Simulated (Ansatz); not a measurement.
Geometry optimisation, Ansatz 0.2.0, UKS r2SCAN-D4/STO-3G.

The input (input.yaml):

```yaml
crystal:
  periodic: [false, false, false]
  atoms:
    - { symbol: Si, position_ang: [-1.1325, 1.4089, -0.0653] }
    - { symbol: Si, position_ang: [-0.3449, -0.4775, 0.6708] }
    - { symbol: B, position_ang: [1.5914, -0.5144, 0.1017] }
    - { symbol: C, position_ang: [0.6123, -1.4583, -0.5167] }
    - { symbol: H, position_ang: [-1.1959, 1.4301, -1.565] }
    - { symbol: H, position_ang: [-0.3404, 2.5813, 0.3899] }
    - { symbol: H, position_ang: [-2.5237, 1.6245, 0.4347] }
    - { symbol: H, position_ang: [-0.315, -0.785, 2.0983] }
    - { symbol: H, position_ang: [2.7359, -0.0965, 0.2296] }
    - { symbol: H, position_ang: [0.3176, -1.238, -1.5518] }
    - { symbol: H, position_ang: [0.6607, -2.5321, -0.2056] }
magnetization:
  spin_polarized: true
basis:
  gaussian: { orbitals: STO-3G }
hamiltonian:
  xc: r2scan
  dispersion: d4
relax:
  f_tol: 0.02
  max_steps: 40
output:
  orbitals: {}
```

Run as:

```bash
$ ansatz run input.yaml --threads 1 --pin off --max-ram 2048MiB --backend cpu --events-out ev --progress --plain --runs-dir out
```

Q: Where does it end, and by what steps?

A: The run converged. Limits of this set-up: minimal basis. After 17 steps the energy has fallen by 0.993 eV; H6 moved furthest, 0.78 Å.

```tsv
step	energy less start (eV)	largest force component (eV/Å)	accepted
0	0.0000	3.057	yes
1	-0.7409	1.196	yes
2	-0.8767	0.497	yes
3	-0.9502	0.575	yes
4	-0.9509	0.346	yes
5	-0.9839	0.081	yes
6	-0.9863	0.059	yes
7	-0.9875	0.061	yes
8	-0.9883	0.086	yes
9	-0.9890	0.075	yes
10	-0.9901	0.109	yes
11	-0.9907	0.094	yes
12	-0.9915	0.073	yes
13	-0.9920	0.044	yes
14	-0.9923	0.022	yes
15	-0.9924	0.023	yes
16	-0.9925	0.022	yes
17	-0.9926	0.016	yes
```

```xyz
11
Properties=species:S:1:pos:R:3
Si -1.216 1.538 -0.049
Si 0.064 -0.119 0.752
B 1.749 -0.626 0.042
C 0.543 -1.495 -0.426
H -0.873 1.809 -1.428
H -1.029 2.757 0.707
H -2.622 1.197 0.004
H -0.236 -0.561 2.098
H 2.914 -0.608 -0.065
H 0.243 -1.395 -1.476
H 0.528 -2.553 -0.139
```

Time of the run: 45 s on 1 thread of AMD EPYC 9R45 96-Core Processor (Zen 5), with other jobs on the host, peak memory 0.21 GiB.
